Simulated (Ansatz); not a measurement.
`[NH2][Ga]([NH2])[OH]` + NH₃ → `[NH2][Ga]([NH2])[NH2]` + H₂O  (ligand exchange at a Ga–O bond)

Gas-phase electronic energies from Ansatz, PBE0-D4/def2-TZVP geometries. CCSD(T)/CBS adds triple-zeta CCSD(T) − MP2 to the extrapolated MP2 energy (def2 sets, frozen cores). This one scheme is used for every species. DFT in def2-TZVPP. B3LYP here is the variant with VWN-RPA as its local correlation; programs differ in this. HSE06 is defined as in plane-wave codes. For Ga outer-core shells are correlated without core-valence functions, which leaves a few kJ/mol of doubt a bond. Scalar relativity is left out up to krypton. Each species was taken in one conformer, which may not be the lowest.

```tsv
level	ΔE (kJ/mol)	difference from CCSD(T)/CBS
LDA (SPW92)	23.4	1.6
PBE-D4	27.0	5.2
revPBE-D4	26.4	4.6
BLYP-D4	29.6	7.8
r2SCAN-D4	29.6	7.8
B97M-V	33.4	11.6
PBE0-D4	24.9	3.1
B3LYP-D4	27.8	6.0
r2SCANh-D4	28.4	6.6
r2SCAN0-D4	26.9	5.1
HSE06-D4	24.9	3.1
BHLYP-D4	27.2	5.4
CAM-B3LYP-D4	27.9	6.1
ωB97X-V	28.1	6.3
ωB97M-V	26.9	5.1
B2PLYP	30.0	8.2
PBE	28.8	7.0
revPBE	30.3	8.5
r2SCAN	30.1	8.3
PBE0	26.4	4.6
B3LYP	30.7	8.9
r2SCANh	29.0	7.2
r2SCAN0	27.5	5.7
HSE06	26.4	4.6
CAM-B3LYP	29.5	7.7
LC-ωPBE	25.8	4.0
RPA@PBE/def2-TZVPP	27.4	5.6
HF/def2-SVP	32.8	11.0
CCSD/def2-SVP	33.0	11.2
HF/def2-TZVPP	31.3	9.5
MP2/def2-TZVPP	26.3	4.5
SCS-MP2/def2-TZVPP	28.5	6.7
CCSD/def2-TZVPP	26.7	4.9
CCSD(T)/def2-TZVPP	26.8	5.0
HF/def2-QZVPP	31.0	9.2
MP2/def2-QZVPP	23.3	1.5
SCS-MP2/def2-QZVPP	25.8	4.0
HF/CBS(def2)	30.9	9.1
MP2/CBS(def2)	21.3	-0.5
CCSD/CBS(def2)	21.7	-0.1
CCSD(T)/CBS	21.8	0
```

Largest T1 diagnostic among the species: 0.013.

From BLYP to BHLYP (50 % exact exchange), in def2-TZVPP and without D4, ΔE moves by −3.6 kJ/mol. In def2-TZVPP, CCSD(T) changes the Hartree–Fock value by −4.5 kJ/mol (the triples alone add +0.1 kJ/mol) and MP2 by −5.0 kJ/mol.
